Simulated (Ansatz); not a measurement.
One geometry of `C[Si](C)(Cl)/C=C\[Si](F)(F)Cl`, several functionals.

```yaml
crystal:
  periodic: [false, false, false]
  atoms:
    - {symbol: C, position_ang: [-0.257358, -2.193692, -0.524462]}
    - {symbol: Si, position_ang: [-0.840753, -0.773039, 0.519901]}
    - {symbol: C, position_ang: [0.308079, -0.364465, 1.922740]}
    - {symbol: Cl, position_ang: [-2.661175, -1.309439, 1.360544]}
    - {symbol: C, position_ang: [-1.276845, 0.722977, -0.536493]}
    - {symbol: C, position_ang: [-0.485131, 1.653214, -1.082304]}
    - {symbol: Si, position_ang: [1.341605, 1.747045, -1.004937]}
    - {symbol: F, position_ang: [1.896823, 2.343136, -2.358674]}
    - {symbol: F, position_ang: [1.992070, 0.312008, -0.829891]}
    - {symbol: Cl, position_ang: [2.030437, 2.913317, 0.502328]}
    - {symbol: H, position_ang: [-0.985479, -2.427488, -1.303672]}
    - {symbol: H, position_ang: [-0.118209, -3.084768, 0.092320]}
    - {symbol: H, position_ang: [0.694890, -1.946503, -0.999109]}
    - {symbol: H, position_ang: [-0.056433, 0.497063, 2.485362]}
    - {symbol: H, position_ang: [1.318688, -0.150623, 1.570242]}
    - {symbol: H, position_ang: [0.361386, -1.217880, 2.603318]}
    - {symbol: H, position_ang: [-2.348682, 0.834000, -0.710317]}
    - {symbol: H, position_ang: [-0.951411, 2.456441, -1.655096]}
basis:
  gaussian: {orbitals: def2-TZVPP}
hamiltonian: {xc: pbe0, dispersion: d4}
output: {orbitals: {seedname: orbitals}}
```

```sh
$ ansatz run in.yaml --threads 4 --pin off --events-out ev --progress --plain --backend cuda
```

Shortened log:

```
Functional definition: PBE0
2736 factors; their error is unknown
mean field evaluation 1: about -50484.7232 eV, gradient 8.7e1 eV
mean field evaluation 2: about -50478.9385 eV, gradient 9.9e1 eV
mean field evaluation 4: about -50500.1988 eV, gradient 5.4e0 eV
mean field evaluation 8: about -50500.2568 eV, gradient 4.6e-1 eV
mean field evaluation 16: about -50500.3682 eV, gradient 8.3e-4 eV
mean field -50500.36820680 eV, -1855.8543012211 hartree, gradient 6.2e-5 eV, S^2 0.000000; 0 other end points of the search recorded, 0 dependent functions left out
reference -50500.36824774 eV, -1855.8543027255 hartree; 56, 56 occupied and 410, 410 virtual orbitals, 2736 factors
Total energy: -50500.94315402 eV, -1855.8754301414 hartree
```

It took 12 s on 4 threads of an AMD EPYC 7R13 on a shared host and a share of an NVIDIA H100 80 GB, with 1.1 GiB of host memory at the peak.

The same input with `hamiltonian: {xc: {name: B97M-V}}` (abridged; 11 s):

```
Functional definition: B97M-V
mean field evaluation 16: about -50513.6819 eV, gradient 2.3e-3 eV
mean field -50513.68191984 eV, -1856.3435711508 hartree, gradient 4.2e-5 eV, S^2 0.000000
Total energy: -50513.68199790 eV, -1856.3435740195 hartree
```

The same input with `hamiltonian: {xc: r2scan, dispersion: d4}` and forces (abridged; 9.5 s):

```
Functional definition: r2SCAN
mean field evaluation 16: about -50518.0114 eV, gradient 8.1e-4 eV
mean field -50518.01144270 eV, -1856.5026781811 hartree, gradient 5.0e-5 eV, S^2 0.000000
Total energy: -50518.19106777 eV, -1856.5092792808 hartree
Atom 0 force     0.017643     0.003520    -0.003067 eV/Å
Atom 1 force     0.007929     0.023366    -0.023613 eV/Å
Atom 2 force     0.014581    -0.002590    -0.013183 eV/Å
Atom 3 force    -0.065920    -0.027960     0.037997 eV/Å
Atom 4 force    -0.135442    -0.175610     0.096224 eV/Å
Atom 5 force     0.177714     0.166726    -0.103147 eV/Å
Atom 6 force    -0.080040     0.022707     0.001911 eV/Å
Atom 7 force     0.021387     0.024688    -0.061955 eV/Å
Atom 8 force     0.018094    -0.087804     0.012363 eV/Å
Atom 9 force     0.032653     0.051457     0.060035 eV/Å
Atom 10 force     0.020613    -0.005717     0.010384 eV/Å
Atom 11 force     0.000747     0.006134    -0.018415 eV/Å
Atom 12 force    -0.017561    -0.022935    -0.000355 eV/Å
Atom 13 force     0.016821    -0.014544     0.001891 eV/Å
Atom 14 force    -0.007727     0.002698     0.020326 eV/Å
Atom 15 force     0.007291     0.018393    -0.001591 eV/Å
Atom 16 force    -0.019357     0.000248    -0.004718 eV/Å
Atom 17 force    -0.009425     0.017222    -0.011088 eV/Å
Dipole moment:    -0.040266    -0.014792    -0.061948 e Å
```

Changing it to `hamiltonian: {xc: {name: wB97X-V}}` (abridged; 23 s):

```
Functional definition: wB97X-V
mean field evaluation 16: about -50516.6138 eV, gradient 5.5e-4 eV
mean field -50516.61375584 eV, -1856.4513141367 hartree, gradient 3.0e-5 eV, S^2 0.000000
Total energy: -50516.61375325 eV, -1856.4513140414 hartree
```

The same input with `hamiltonian: {xc: {name: r2SCAN0}, dispersion: d4}` (abridged; 12 s):

```
Functional definition: r2SCAN0
mean field evaluation 16: about -50516.5497 eV, gradient 5.8e-4 eV
mean field -50516.54966577 eV, -1856.4489588698 hartree, gradient 2.2e-5 eV, S^2 0.000000
Total energy: -50516.76248629 eV, -1856.4567798798 hartree
```

The same input with `hamiltonian: {xc: {name: r2SCANh}, dispersion: d4}` (abridged; 12 s):

```
Functional definition: r2SCANh
mean field evaluation 16: about -50517.4031 eV, gradient 8.3e-4 eV
mean field -50517.40311925 eV, -1856.4803227069 hartree, gradient 2.4e-5 eV, S^2 0.000000
Total energy: -50517.59615182 eV, -1856.4874165227 hartree
```
